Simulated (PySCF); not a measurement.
**Tl⁺: excitation energy**

Tl⁺ [Xe] 4f14 5d10 6s2 (1S) → Tl⁺ [Xe] 4f14 5d10 6s1 6p1 (3P), as a difference of total energies. Computed with PySCF 2.14 in x2c-TZVPPall (11s7p6d3f, 83 functions), with the spin-free X2C one-electron Hamiltonian (Gaussian nucleus). Correlated levels: valence: [Xe] 4f14 5d10 frozen; valence and next inner shell: [Kr] 4d10 4f14 frozen. The calculations carry no spin-orbit coupling.

```
                                method  excitation energy (eV)  error (eV)
                                   UHF                   5.685      -1.413
                                   LDA                   7.723      +0.625
                                   PBE                   7.453      +0.355
                                  PBE0                   7.107      +0.009
                                r2SCAN                   7.189      +0.091
                                  BLYP                   7.625      +0.527
                                  TPSS                   7.332      +0.234
                                   M06                   7.544      +0.446
                         MP2 (valence)                   6.160      -0.938
                     SCS-MP2 (valence)                   6.300      -0.798
    MP2 (valence and next inner shell)                   7.391      +0.293
SCS-MP2 (valence and next inner shell)                   7.391      +0.293
```

Reference: 7.098 eV (measured; NIST levels, between the centres of gravity of the two terms).

Errors of the correlated levels include the incompleteness of this basis and the frozen core.

The basis was made for the ground configuration and has no added diffuse functions, so the excitation energy can come out too high.
